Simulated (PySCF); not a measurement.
# Basis and Hamiltonian dependence of the ionisation energy of Nb

Nb [Kr] 4d4 5s1 (6D) → Nb⁺ [Kr] 4d4 (5D). Calculated with PySCF 2.14 from differences of total energies of unrestricted determinants, without spin-orbit coupling. Values in eV.

```csv
basis,Hamiltonian,functions,UHF,PBE,PBE0,MP2 (valence),CCSD(T) (valence),CCSD(T) (valence and next inner shell)
def2-SVP with the def2 core potential (28 electrons),ECP,31,6.030,n/a,n/a,6.374,n/a,n/a
cc-pVDZ-PP with ECP28MDF,ECP,38,5.998,7.190,n/a,6.366,n/a,n/a
aug-cc-pVDZ-PP with ECP28MDF,ECP,54,5.998,7.191,6.928,6.434,6.541,n/a
def2-TZVPPD with the def2 core potential (28 electrons),ECP,56,6.001,7.184,n/a,6.443,6.529,6.765
cc-pVTZ-PP with ECP28MDF,ECP,63,5.985,n/a,n/a,6.435,n/a,n/a
ANO-RCC-VTZP,spin-free X2C,68,5.986,7.105,6.879,6.432,6.519,6.717
aug-cc-pwCVDZ-PP with ECP28MDF,ECP,70,5.987,7.200,6.929,6.431,6.527,6.772
x2c-TZVPPall,spin-free X2C,79,5.993,7.107,6.886,6.436,6.522,6.745
def2-QZVPPD with the def2 core potential (28 electrons),ECP,81,6.012,7.223,n/a,6.476,6.571,6.795
aug-cc-pVTZ-PP with ECP28MDF,ECP,88,5.985,7.197,6.927,6.456,6.558,n/a
"x2c-TZVPPall with one added diffuse shell each of s, p, d, f type",spin-free X2C,95,5.992,7.108,6.886,6.448,6.546,6.767
aug-cc-pVTZ-DK,spin-free X2C,102,5.991,n/a,6.892,6.463,6.565,n/a
x2c-QZVPPall,spin-free X2C,111,5.989,7.109,6.887,6.459,n/a,n/a
aug-cc-pwCVTZ-DK,spin-free X2C,136,5.987,n/a,6.884,6.462,n/a,n/a
```

Frozen in the all-electron rows: valence: [Kr]; valence and next inner shell: [Ar] 3d10; with a core potential, the same shells as far as they lie outside it.

Reference for a calculation without spin-orbit coupling: 6.776 eV (measured, between term centres; NIST).
